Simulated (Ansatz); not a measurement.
Two members of one family (Series SiH2MeX), computed with Ansatz in the gas phase. The two geometries come from different levels. Binding counts from free atoms in the multiplicity of their measured ground term, without zero-point energy. A dash marks a value that wasn't run or was left out as unsound. The structures are stationary points that may keep the symmetry of their start. Remarks come from the PBE and PBE0 runs and from stability tests at other levels; not every state was tested. HOMO above LUMO (over both spins in singlets and doublets, within one spin in higher multiplets; at PBE or PBE0), or a gap under 0.15 eV within one spin, warns that the state may not be the lowest or that an electron is smeared out.

First: SiH2Me(NHMe) (singlet, charge 0, PBE0-D4/def2-SVP geometry).

```xyz
13

Si    0.4711   -0.1975   -0.6854
H     1.5366    0.8394   -0.8673
H     1.1500   -1.5355   -0.8313
C    -0.8535   -0.0700   -2.0059
H    -0.4165   -0.2117   -3.0068
H    -1.3448    0.9139   -1.9760
H    -1.6240   -0.8463   -1.8688
N    -0.2617    0.0829    0.8613
C     0.4722    0.2751    2.0881
H    -1.1925   -0.2961    1.0003
H     0.7542   -0.6641    2.6052
H     1.4073    0.8209    1.8811
H    -0.0984    0.8891    2.8055
```

| level | HOMO (eV) | LUMO (eV) | gap (eV) | vertical IE (eV) | binding per atom (eV) |
| --- | --- | --- | --- | --- | --- |
| r2SCAN-D4/def2-TZVP | -5.51 | 0.55 | 6.06 | 8.56 | 3.68 |
| B97M-V/def2-TZVP | -5.67 | 0.19 | 5.87 | – | 3.69 |
| PBE0-D4/def2-SVP | -6.45 | 1.48 | 7.93 | – | 3.69 |
| PBE0-D4/def2-TZVP | -6.60 | 0.86 | 7.46 | 8.71 | 3.68 |
| PBE0-D4/def2-TZVPD | -6.64 | 0.32 | 6.96 | – | 3.69 |

Second: SiH2MeEt (singlet, charge 0, PBE-D4/def2-SVP geometry).

```xyz
14

Si   -0.319    0.858   -0.077
H    -0.034    1.685    1.155
H     0.305    1.575   -1.250
C    -2.188    0.717   -0.336
H    -2.670    0.209    0.525
H    -2.418    0.132   -1.250
H    -2.653    1.717   -0.446
C     0.489   -0.850    0.115
C     2.011   -0.816    0.305
H     0.221   -1.453   -0.781
H    -0.001   -1.360    0.975
H     2.439   -1.835    0.415
H     2.519   -0.339   -0.559
H     2.298   -0.240    1.209
```

Task: What does the change do? Estimate second minus first.

Result: 
```json
{"level": "r2SCAN-D4/def2-TZVP", "Δ HOMO (eV)": "-1.68", "Δ LUMO (eV)": "0.10", "Δ gap (eV)": "1.78", "Δ vertical IE (eV)": "1.49", "Δ binding per atom (eV)": "0.11"}
{"level": "B97M-V/def2-TZVP", "Δ HOMO (eV)": "-1.64", "Δ LUMO (eV)": "0.03", "Δ gap (eV)": "1.67", "Δ vertical IE (eV)": "–", "Δ binding per atom (eV)": "0.10"}
{"level": "PBE0-D4/def2-SVP", "Δ HOMO (eV)": "-1.76", "Δ LUMO (eV)": "0.02", "Δ gap (eV)": "1.78", "Δ vertical IE (eV)": "–", "Δ binding per atom (eV)": "0.11"}
{"level": "PBE0-D4/def2-TZVP", "Δ HOMO (eV)": "-1.60", "Δ LUMO (eV)": "0.04", "Δ gap (eV)": "1.63", "Δ vertical IE (eV)": "1.52", "Δ binding per atom (eV)": "0.10"}
{"level": "PBE0-D4/def2-TZVPD", "Δ HOMO (eV)": "-1.56", "Δ LUMO (eV)": "0.00", "Δ gap (eV)": "1.56", "Δ vertical IE (eV)": "–", "Δ binding per atom (eV)": "0.10"}
```

Remarks: gap within one spin near zero at PBE or PBE0 (+1 doublet).
